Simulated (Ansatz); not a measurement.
C3H12AlAs, SMILES `[CH3][Al-]([CH3])([CH3])[AsH3+]` at its PBE0-D4/def2-TZVP geometry, where that method's forces vanish. Charge 0, multiplicity 1.

| atom | x (Å) | y (Å) | z (Å) |
| --- | --- | --- | --- |
| C1 | -1.632 | 1.306 | -0.354 |
| Al2 | -0.201 | -0.041 | -0.531 |
| C3 | 1.465 | 0.472 | -1.456 |
| C4 | -0.692 | -1.951 | -0.465 |
| As5 | 0.761 | 0.152 | 2.016 |
| H6 | -2.174 | 1.402 | -1.303 |
| H7 | -1.251 | 2.304 | -0.111 |
| H8 | -2.376 | 1.040 | 0.404 |
| H9 | 1.307 | 0.463 | -2.542 |
| H10 | 2.292 | -0.216 | -1.257 |
| H11 | 1.801 | 1.482 | -1.199 |
| H12 | 0.166 | -2.605 | -0.282 |
| H13 | -1.120 | -2.259 | -1.426 |
| H14 | -1.447 | -2.171 | 0.297 |
| H15 | 0.125 | 1.092 | 3.013 |
| H16 | 0.791 | -1.054 | 2.925 |
| H17 | 2.186 | 0.584 | 2.272 |

For each bond, give half the difference of the two atoms' forces along it (eV/Å; positive pushes the atoms apart) under PBE-D4, r2SCAN-D4, B3LYP-D4, ωB97M-V in def2-TZVPP. (Best estimate.)

Ansatz gave: 
```tsv
bond	length (Å)	PBE-D4	r2SCAN-D4	B3LYP-D4	ωB97M-V
C1–Al2	1.973	-0.04	-0.02	0.02	-0.01
C1–H6	1.097	0.13	0.00	-0.04	-0.04
C1–H7	1.095	0.11	0.00	-0.03	-0.03
C1–H8	1.095	0.11	0.00	-0.03	-0.03
Al2–C3	1.973	-0.04	-0.02	0.02	0.00
Al2–As5	2.729	-0.22	-0.01	0.07	0.23
C3–H9	1.097	0.13	0.00	-0.04	-0.05
C3–H11	1.095	0.11	0.00	-0.03	-0.03
C4–H12	1.095	0.11	0.00	-0.03	-0.03
C4–H13	1.097	0.13	0.00	-0.04	-0.04
C4–H14	1.095	0.11	0.00	-0.03	-0.03
As5–H15	1.511	0.22	-0.02	0.01	-0.14
As5–H16	1.511	0.22	-0.02	0.01	-0.14
As5–H17	1.511	0.22	-0.02	0.01	-0.14
```

B3LYP here is the variant with VWN-RPA as its local correlation; programs differ in this.
